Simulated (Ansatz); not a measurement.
`BNC[TeH]` + `C[SiH](S)Cl` → `BS[SiH](C)Cl` + `NC[TeH]`  (ligand exchange at a B–N bond)

Isolated molecules relaxed with PBE0-D4/def2-TZVP in Ansatz; ΔE leaves out vibrations. CBS: MP2 limit from def2 TZ/QZ plus the TZ coupled-cluster correction, frozen cores. DFT in def2-TZVPP. Elements past krypton have def2 core potentials. For Te outer-core shells are correlated without core-valence functions, which leaves a few kJ/mol of doubt a bond. Each species was taken in one conformer, which may not be the lowest.

`BNC[TeH]`:

Z-matrix (Å, degrees):
```
C
N 1 1.428
Te 1 2.173 2 114.4
H 1 1.092 2 112.5 3 117.8
H 1 1.087 2 109.7 3 -120.8
B 2 1.388 1 126.0 3 115.3
H 2 1.009 1 114.0 3 -61.9
H 3 1.657 1 92.5 2 -64.4
H 6 1.198 2 118.7 1 0.6
H 6 1.195 2 118.7 1 -179.6
```

`C[SiH](S)Cl`:

```xyz
9

C    -0.545    0.483   -0.938
Si    0.488   -0.601    0.156
S     1.252    0.435    1.850
Cl   -0.668   -2.214    0.716
H     0.044    1.335   -1.286
H    -1.415    0.860   -0.396
H    -0.899   -0.082   -1.804
H     1.691   -1.132   -0.522
H     0.053    0.916    2.224
```

`BS[SiH](C)Cl`:

Z-matrix (Å, degrees):
```
Si
S 1 2.153
Cl 1 2.056 2 106.6
C 1 1.852 2 111.5 3 -119.2
H 1 1.480 2 108.9 3 115.9
B 2 1.773 1 97.3 3 -169.1
H 4 1.092 1 110.4 2 58.0
H 4 1.092 1 110.2 2 -62.1
H 4 1.093 1 110.1 2 178.0
H 6 1.192 2 117.3 1 -178.5
H 6 1.196 2 121.4 1 1.6
```

`NC[TeH]`:

Cartesian coordinates in Å:
```
N 1.031 -0.323 0.710
C -0.296 0.000 0.257
Te -0.119 1.485 -1.312
H 1.539 -0.861 0.021
H 1.009 -0.842 1.579
H -0.857 0.455 1.071
H -0.884 -0.821 -0.166
H -1.424 0.908 -2.160
```

Question: Is it downhill or uphill in electronic energy at CCSD(T)/CBS, and by how much? (Best estimate.)

Answer: Ansatz gave: Uphill: ΔE = +16.1 kcal/mol.

Question: What do these levels give: PBE0-D4, PBE0, MP2/def2-TZVPP, HF/def2-QZVPP, MP2/def2-QZVPP, HF/CBS(def2)? (An estimate is asked.)

Answer: Computed: PBE0-D4 15.9, PBE0 16.1, MP2/def2-TZVPP 16.3, HF/def2-QZVPP 17.1, MP2/def2-QZVPP 16.1, HF/CBS(def2) 17.1 kcal/mol.

Largest T1 diagnostic among the species: 0.012.
